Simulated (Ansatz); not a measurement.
Te(GeH3)2 (Ge₂TeH₆), relaxed as a singlet with RKS PBE-D4/def2-SVP in Ansatz, starting from the GFN2-xTB geometry. Force threshold 0.02 eV/Å.

In the def2 sets Te takes a core potential; there is no spin–orbit coupling.

Start:

| atom | x (Å) | y (Å) | z (Å) |
| --- | --- | --- | --- |
| Te1 | 1.732 | 0.233 | -0.367 |
| Ge2 | 0.436 | -0.013 | 1.774 |
| H3 | -0.657 | 0.998 | 1.970 |
| H4 | 1.374 | 0.151 | 2.928 |
| H5 | -0.221 | -1.351 | 1.957 |
| Ge6 | -0.325 | 0.031 | -1.797 |
| H7 | 0.091 | -0.063 | -3.231 |
| H8 | -1.267 | 1.197 | -1.714 |
| H9 | -1.164 | -1.182 | -1.518 |

| step | energy (eV) | largest force component (eV/Å) | SCF passes |
| --- | --- | --- | --- |
| 1 | -120396.1338 | 0.899 | 14 |
| 2 | -120396.3664 | 0.507 | 18 |
| 3 | -120396.3864 | 0.147 | 17 |
| 4 | -120396.3901 | 0.112 | 17 |
| 5 | -120396.3954 | 0.026 | 17 |
| 6 | -120396.3957 | 0.014 | 18 |

Force components are those of the run's own axes.

End:

```xyz
9

Te    1.792    0.230   -0.379
Ge    0.409   -0.003    1.793
H    -0.665    1.114    1.868
H     1.403    0.134    2.974
H    -0.288   -1.389    1.839
Ge   -0.354    0.012   -1.805
H     0.095   -0.030   -3.287
H    -1.289    1.227   -1.566
H    -1.105   -1.295   -1.437
```

By distances, no bond broke or formed. The bond that changes most is Te1–Ge6, from 2.51 to 2.59 Å (atoms count from 1).

No frequencies were taken in this run, so the end may be a saddle point.

Run time 3.5 s (4 threads of INTEL XEON PLATINUM 8581C on a shared host).
